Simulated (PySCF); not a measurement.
Calculation: PBE0-D3(BJ)/def2-TZVP run with PySCF. Gas-phase values, no solvent. One relaxed conformer stands for a flexible species; it need not be the lowest. Excitations are Tamm–Dancoff values on a coarser integration grid. The basis has no diffuse functions, so Rydberg states are missing or too high.

Reference species (SMILES): `C/C=C(\O)[SiH3]` (Si–C–O–H torsion 180°) (neutral, multiplicity 1).

The S1–T1 gap (TDA) is 1.86 eV. The S1 excitation (TDA) is 5.88 eV, the T1 excitation (TDA) is 4.02 eV and the HOMO–LUMO gap is 6.92 eV.

Changed species: `OCC([SiH3])=C` (Si–C–C–O torsion -45°, C–C–O–H torsion -59°).

Q: Predict the effect on the S1–T1 gap (TDA), S1 excitation (TDA), T1 excitation (TDA) and HOMO–LUMO gap.

A: the S1–T1 gap (TDA) rises by 0.05 eV, to 1.91 eV; the S1 excitation (TDA) rises by 0.20 eV, to 6.08 eV; the T1 excitation (TDA) rises by 0.15 eV, to 4.17 eV; the HOMO–LUMO gap goes up by 0.29 eV, to 7.21 eV.
